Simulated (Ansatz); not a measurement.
Cost and result for the atomization energy of C3H6Ge, SMILES `C#[C][GeH2][CH3]` (10 atoms, 9 bonds).

```xyz
10

C    -0.2536    1.0681    2.4260
C    -0.4114    0.4241    1.4191
Ge   -0.6345   -0.5797   -0.1854
C     0.8012   -0.1285   -1.4210
H    -0.1169    1.6358    3.3177
H    -0.6051   -2.0708    0.1869
H    -2.0104   -0.2255   -0.7721
H     0.6908   -0.6929   -2.3478
H     1.7661   -0.3676   -0.9735
H     0.7738    0.9370   -1.6499
```

The species carries charge 0 and has multiplicity 1. Correlated methods include outer-core shells of Ge, which these sets cover unevenly. Scalar relativity is left out up to krypton. Geometry: relaxed with PBE0-D4/def2-TZVP. Program: Ansatz. All runs use 4 threads of an Arm Neoverse V1 on a shared host. Times are those of one run each, without the atoms' runs, and a repeat can differ threefold. Electronic energies, without spin–orbit coupling; frozen cores. CCSD(T)/CBS adds CCSD(T) − MP2 in def2-TZVPP to the MP2 limit, and its time is that of the two runs behind it. T1 = 0.012. With those shells the extrapolation isn't a true limit. HSE06 is the plane-wave form, built on full-range PBE exchange.

CCSD(T)/CBS is a level of theory with its own doubt, some kJ/mol a heavy atom from the limit and from the frozen cores, so smaller differences don't rank the functionals.

```csv
level,functions,wall time,atomization (kcal/mol),difference from CCSD(T)/CBS,per bond
LDA (SPW92)/def2-TZVPP,225,1 s,1010.7,115.8,12.9
revPBE-D4/def2-TZVPP,225,1.7 s,885.5,-9.4,-1.0
BLYP-D4/def2-TZVPP,225,1.7 s,887.6,-7.3,-0.8
PBE-D4/def2-TZVPP (with forces),225,2.1 s,906.2,11.3,1.3
PBE0-D4/def2-TZVPP,225,2.4 s,893.5,-1.4,-0.1
HSE06-D4/def2-TZVPP,225,2.7 s,893.9,-1.0,-0.1
BHLYP-D4/def2-TZVPP,225,2.7 s,868.9,-26.0,-2.9
CCSD(T)/def2-SVP,104,4.9 s,852.2,-42.7,-4.7
B97M-V/def2-TZVPP,225,7.5 s,896.7,1.8,0.2
ωB97M-V/def2-TZVPP (with forces),225,9.5 s,891.9,-3.0,-0.3
MP2/def2-QZVPP,440,18 s,898.5,3.6,0.4
CCSD(T)/def2-TZVPP,225,110 s,877.5,-17.4,-1.9
CCSD(T)/CBS(def2),–,2.1 min,894.9,0.0,0.0
```

From PBE to PBE0 (25 % exact exchange), in def2-TZVPP and without D4, the atomization energy moves by −12.1 kcal/mol: exact exchange takes away binding that semilocal exchange gives to molecules. Leaving LDA and LC-ωPBE aside and taking each functional with its dispersion term where it has one, the values spread over 37.3 kcal/mol, from BHLYP-D4 to PBE-D4. LDA lies +108.6 kcal/mol from PBE without D4, its usual overbinding. In def2-TZVPP, CCSD(T) changes the Hartree–Fock value by +215.7 kcal/mol (the triples alone add +13.5 kcal/mol) and MP2 by +226.6 kcal/mol; breaking electron pairs costs correlation energy, which Hartree–Fock lacks.
